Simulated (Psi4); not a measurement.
CHN, charge +1, doublet, geometry from GFN2-xTB (a state made from the parent by changing its charge; the spin is typed, not shown lowest), with bond 2-1 at 2.2 times its length; HF/3-21G (Psi4).

Input for Psi4:
```
memory 2 GB

molecule {
1 2
C    -0.00000000   -0.00000000   -0.48312722
N     0.00000000    0.00000000    1.99140345
H    -0.00000000   -0.00000000   -1.59285286
}

set {
  basis 3-21g
  reference uhf
  stability_analysis check
  scf_type pk
}

energy('scf')
print_variables()
```

Output, abridged:

```
   => Loading Basis Set <=

    Name: 3-21G
    Role: ORBITAL
    Keyword: BASIS

         ---------------------------------------------------------
                                   SCF
               by Justin Turney, Rob Parrish, Andy Simmonett
                          and Daniel G. A. Smith
                              UHF Reference
         ---------------------------------------------------------

  ==> Geometry <==

    Molecular point group: c2v
    Full point group: C_inf_v

    Geometry (in Angstrom), charge = 1, multiplicity = 2:

       Center              X                  Y                   Z               Mass
    ------------   -----------------  -----------------  -----------------  -----------------
         C            0.000000000000     0.000000000000    -1.241448008592    12.000000000000
         N            0.000000000000     0.000000000000     1.233082661408    14.003074004430
         H            0.000000000000     0.000000000000    -2.351173648592     1.007825032230

  Running in c2v symmetry.

  Rotational constants: A = ************  B =      0.37166  C =      0.37166 [cm^-1]
  Rotational constants: A = ************  B =  11142.20862  C =  11142.20862 [MHz]
  Nuclear repulsion =   12.876279961920945

  Charge       = 1
  Multiplicity = 2
  Electrons    = 13
  Nalpha       = 7
  Nbeta        = 6

  ==> Algorithm <==

  SCF Algorithm Type is PK.
  DIIS enabled.
  MOM disabled.
  Fractional occupation disabled.
  Guess Type is SAD.
  Energy threshold   = 1.00e-06
  Density threshold  = 1.00e-06
  Integral threshold = 1.00e-12

  ==> Primary Basis <==

  Basis Set: 3-21G
    Blend: 3-21G
    Number of shells: 12
    Number of basis functions: 20
    Number of Cartesian functions: 20
    Spherical Harmonics?: false
    Max angular momentum: 1

  ==> Integral Setup <==

  Using in-core PK algorithm.
   Calculation information:
      Number of atoms:                   3
      Number of AO shells:              12
      Number of primitives:             21
      Number of atomic orbitals:        20
      Number of basis functions:        20

      Integral cutoff                 1.00e-12
      Number of threads:                 1

  Performing in-core PK
  Using 44310 doubles for integral storage.
  We computed 2867 shell quartets total.
  Whereas there are 3081 unique shell quartets.

  ==> DiskJK: Disk-Based J/K Matrices <==

    J tasked:                  Yes
    K tasked:                  Yes
[...]
   @UHF iter  89:   -91.64250110063412   -8.60143e-05   1.98087e-03 DIIS/ADIIS
   @UHF iter  90:   -91.64339937061456   -8.98270e-04   1.82661e-03 DIIS/ADIIS
   @UHF iter  91:   -91.64228815598848    1.11121e-03   2.07446e-03 DIIS/ADIIS
   @UHF iter  92:   -91.64395475424104   -1.66660e-03   1.98363e-03 DIIS/ADIIS
   @UHF iter  93:   -91.64345310514977    5.01649e-04   2.16225e-03 DIIS/ADIIS
   @UHF iter  94:   -91.64418144358886   -7.28338e-04   2.29273e-03 DIIS/ADIIS
   @UHF iter  95:   -91.64373317527686    4.48268e-04   1.89496e-03 DIIS/ADIIS
   @UHF iter  96:   -91.64340300107858    3.30174e-04   1.91764e-03 DIIS/ADIIS
   @UHF iter  97:   -91.64529688659348   -1.89389e-03   2.34780e-03 DIIS/ADIIS
   @UHF iter  98:   -91.64267432162701    2.62256e-03   3.29687e-03 DIIS/ADIIS
   @UHF iter  99:   -91.64337870074354   -7.04379e-04   3.02078e-03 DIIS/ADIIS
   @UHF iter 100:   -91.64372040365018   -3.41703e-04   3.23764e-03 DIIS/ADIIS

PsiException: Could not converge SCF iterations in 100 iterations.

  Failed to converge.

Traceback (most recent call last):
  File "psi4", line 375, in <module>
  File "<string>", line 26, in <module>
  File "site-packages/psi4/driver/driver.py", line 533, in energy
  File "site-packages/psi4/driver/procrouting/proc.py", line 2760, in run_scf
  File "site-packages/psi4/driver/procrouting/proc.py", line 2047, in scf_helper
  File "site-packages/psi4/driver/procrouting/scf_proc/scf_iterator.py", line 93, in scf_compute_energy
  File "site-packages/psi4/driver/procrouting/scf_proc/scf_iterator.py", line 86, in scf_compute_energy
  File "site-packages/psi4/driver/procrouting/scf_proc/scf_iterator.py", line 609, in scf_iterate

psi4.driver.p4util.exceptions.SCFConvergenceError: Could not converge SCF iterations in 100 iterations.

Printing out the relevant lines from the Psithon --> Python processed input file:
    core.IO.set_default_namespace("")
    core.set_global_option("BASIS", "3-21g")
    core.set_global_option("REFERENCE", "uhf")
    core.set_global_option("STABILITY_ANALYSIS", "check")
    core.set_global_option("SCF_TYPE", "pk")
--> energy('scf')
    print_variables()

!-------------------------------------------------------!
!                                                       !
!  Could not converge SCF iterations in 100 iterations. !
!                                                       !
!-------------------------------------------------------!
```

Convergence was not reached.
